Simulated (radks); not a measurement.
The hydrogen anion H-, [He], held by a Watson sphere: a shell of charge +1 at radius R that stands for the Madelung well of a crystal (potential energy -1/R inside, -1/r outside, in hartree with lengths in bohr). All-electron calculation, non-relativistic Kohn-Sham, LDA (Slater exchange, VWN5 correlation), spin-unpolarised, spherical densities, point nucleus. Program: a radial shooting solver on a logarithmic mesh with Libxc functionals. Response by self-consistent Sternheimer equations with the Hartree and adiabatic LDA kernel. The sphere does not respond.

| R (bohr) | e(1s) (eV) | <r> 1s (bohr) | sum of <r^2> (bohr^2) | X-ray form factor at sin(theta)/lambda = 0.2 1/angstrom | alpha (bohr^3) |
|---|---|---|---|---|---|
| 1.33 | -8.622 | 1.567 | 6.499 | 0.907 | 8.792 |
| 1.79 | -7.316 | 1.750 | 8.110 | 0.773 | 13.44 |
| 2.09 | -6.642 | 1.853 | 9.138 | 0.707 | 17.02 |
| 3.11 | -4.979 | 2.133 | 12.38 | 0.579 | 32.31 |
| 3.24 | -4.815 | 2.162 | 12.76 | 0.570 | 34.58 |
| 3.25 | -4.803 | 2.164 | 12.79 | 0.569 | 34.76 |
| 3.26 | -4.791 | 2.166 | 12.82 | 0.569 | 34.94 |
